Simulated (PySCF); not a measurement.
Compound: C2H3BF2 (charge +1 and doublet state).
Structure used (PBE0-D3(BJ)/def2-SVP), in Å, numbered top down from 1:
```
atom  x, y, z in Å
C1    -0.990   -0.652   -0.513
C2    -0.295    0.013    0.467
B3     1.179    0.632    0.206
F4     1.363    1.891    0.399
F5     2.073   -0.212   -0.197
H6    -0.479   -1.303   -1.244
H7    -2.080   -0.530   -0.628
H8    -0.751    0.181    1.461
```

The hyperfine couplings belong to this conformer and change with its torsions.

Identity: `[CH2+][CH]B(F)F` [radical] (charge +1).

Computed, not measured: UKS B3LYP, IGLO-III on B C F, pcH-1 on H, non-relativistic, mean-field spin-orbit, GIAO (PySCF 2.14.0). The structure is a single PBE0-D3(BJ)/def2-SVP conformer in the gas phase; no vibrational or solvent corrections. The frame is twisted about the C1–C2 bond at this geometry (dihedral H7–C1–C2–H8 = 36°); couplings at other torsion angles weren't computed. The SCF solution wasn't tested for stability.

Task: Match the computed a_iso(13C) values +23.2, +8.8 MHz with the sites C1; C2.

Result: 
| site | a_iso (MHz) | ρ(0) (bohr⁻³) | position | distance from C2 (Å) | spin population | largest \|T\| (MHz) |
| --- | --- | --- | --- | --- | --- | --- |
| C1 | +8.8 | +0.0079 | a main spin site | 1.37 | +0.42 | 75.7 |
| C2 | +23.2 | +0.0207 | largest spin population | 0.00 | +0.51 | 94.6 |

Task: The isotropic 1H couplings are +70.9, +52.2, +44.4 MHz. Assign them to H6; H7; H8.

Result: 
```tsv
site	a_iso (MHz)	ρ(0) (bohr⁻³)	position	distance from C2 (Å)	bound to	spin population there	largest |T| (MHz)
H6	+44.4	+0.0099	1 bond from C1	2.17	C1	+0.42	27.4
H7	+52.2	+0.0117	1 bond from C1	2.16	C1	+0.42	28.2
H8	+70.9	+0.0159	1 bond from C2	1.11	C2	+0.51	32.1
```

ρ(0) is the spin density at the nucleus and T the dipolar tensor; entries for several nuclei are means. Largest spin populations (Mulliken): C2 (+0.51) and C1 (+0.42). The angles at C2 add up to 360.0°, so it is planar. Main spin sites, with 60 % or more of the largest population: C1, C2; positions count bonds from the nearest.

Means are taken over nuclei equivalent by connectivity, which assumes that they swap fast. H6 and H7 aren't averaged: C1 is flat or nearly so (angle sum 360°), and its turn about the short C1–C2 bond (1.37 Å) is taken as slow. The 19F value of +19.5 MHz is a mean of couplings from -14.9 to 53.8 MHz in this one geometry, not an average over conformers.

C2, the radical centre as drawn in `[CH2+][CH]B(F)F`, holds a spin population of +0.51 out of 1.
